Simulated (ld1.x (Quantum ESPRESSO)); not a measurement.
Varying the ultrasoft potential for tin

Base potential:

* Element: Sn (Z = 50)
* Generator: ld1.x (Quantum ESPRESSO) 7.5
* Type: ultrasoft
* Functional: LDA (PZ)
* Relativity: scalar-relativistic
* Frozen core: [Kr] 4d10
* Valence charge: 4
* Reference configuration: 5s2 5p0 (charge +2)
* Partial waves: 5s (bound): rcut 1.65, rcutus 2.25 bohr; 5s channel at -1.3 Ry: rcut 1.65, rcutus 2.25 bohr; 5p (bound, empty): rcut 2.30, rcutus 2.60 bohr; 5p channel at -0.7 Ry: rcut 2.30, rcutus 2.60 bohr
* Local potential: all-electron potential smoothed inside 2.60 bohr (lloc = -1)
* Core correction: Bessel-smoothed model core inside 2.30 bohr
* Augmentation charge: built from norm-conserving waves at rcut, not smoothed further

Cutoffs, loose and tight: the cutoffs (Ry, on a coarse ladder) from which the occupation-weighted sum of valence levels, in a spherical-Bessel basis at the reference potential, stays within 10 and 1 mRy of its value at 400 Ry. They do not see the model core or the augmentation charge, which bear on the density cutoff. Test errors are all-electron minus pseudo excitation energies from the reference, over the configurations 5s2 5p2; 5s2 5p1; 5s1 5p0; 5s1 5p3; 5s0 5p4; 5s1 5p2; 5s2 5p1.5 (two spin-polarised tests are not counted in the largest error). A dash means not determined; rows that change the core or the reference have their own tests.

```tsv
change	outcome	cutoff, loose	cutoff, tight	bound ghosts	largest test error (meV)
base	generated	6 Ry	8 Ry	none	-107
core correction none	generated	6 Ry	8 Ry	none	+149
core correction Bessel-smoothed model core inside 0.86 bohr	generated	6 Ry	8 Ry	none	-121
core correction Bessel-smoothed model core inside 1.16 bohr	generated	6 Ry	8 Ry	none	-121
core correction Bessel-smoothed model core inside 1.38 bohr	generated	6 Ry	8 Ry	none	-121
core correction Bessel-smoothed model core inside 1.56 bohr	generated	6 Ry	8 Ry	none	-121
core correction Bessel-smoothed model core inside 1.80 bohr	generated	6 Ry	8 Ry	none	-120
core correction Bessel-smoothed model core inside 2.02 bohr	generated	6 Ry	8 Ry	none	-117
core correction Bessel-smoothed model core inside 2.26 bohr	generated	6 Ry	8 Ry	none	-108
```

Problem. What comes out with this change to the base: core correction Bessel-smoothed model core inside 2.64 bohr?

Solution. outcome: generated; cutoff, loose: 6 Ry; cutoff, tight: 8 Ry; bound ghosts: none; largest test error (meV): -80.

Problem. What comes out with this change to the base: core correction Bessel-smoothed model core inside 2.48 bohr?

Solution. outcome: generated; cutoff, loose: 6 Ry; cutoff, tight: 8 Ry; bound ghosts: none; largest test error (meV): -95.
